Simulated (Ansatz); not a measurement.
`[NH2][Al]([F])[Br]` and `[CH3][Al]([NH2])[Br]` differ in one atom or group.

Ansatz, PBE0-D4/def2-TZVP geometries, multiplicity 1. Each molecule was computed in one conformer, which needn't be the lowest.

Scalar relativity is left out up to krypton.

```
                                                                                  property  `[NH2][Al]([F])[Br]`
                                            size of the dipole moment (PBE/def2-TZVPP) / D                  2.39
                                                   HOMO–LUMO gap (ωB97M-V/def2-TZVPP) / eV                 11.29
                                                         LUMO energy (PBE/def2-TZVPP) / eV                 -1.57
                                                       HOMO–LUMO gap (PBE/def2-TZVPP) / eV                  5.02
ideal-gas entropy at 298 K and 1 bar (rigid rotor, harmonic PBE0-D4/def2-TZVP) / J/(mol·K)                   329
                                        size of the dipole moment (ωB97M-V/def2-TZVPP) / D                  2.40
```

**Question.** Give the same properties after the change, and the shifts. (Estimate.)

**Answer.** Computed: 
```csv
property,`[CH3][Al]([NH2])[Br]`,shift
size of the dipole moment (PBE/def2-TZVPP) / D,2.39,0.00
HOMO–LUMO gap (ωB97M-V/def2-TZVPP) / eV,11.33,0.04
LUMO energy (PBE/def2-TZVPP) / eV,-0.89,0.68
HOMO–LUMO gap (PBE/def2-TZVPP) / eV,5.33,0.31
"ideal-gas entropy at 298 K and 1 bar (rigid rotor, harmonic PBE0-D4/def2-TZVP) / J/(mol·K)",356,27
size of the dipole moment (ωB97M-V/def2-TZVPP) / D,2.44,0.04
```

With PBE0 the HOMO rises by 0.41 eV and the LUMO rises by 0.62 eV, so the gap widens by about 0.21 eV. PBE moves the HOMO by 0.36 eV and ωB97M-V by 0.41 eV. The zero-point energy changes by 86.8 kJ/mol with +9 modes. Dipoles are sizes alone; their direction can turn. Modes under 60 cm⁻¹, often nearly free rotors, make the harmonic entropy too high.

Spin–orbit coupling is left out; it splits and shifts lone-pair levels of the heavy atoms by tenths of an eV.
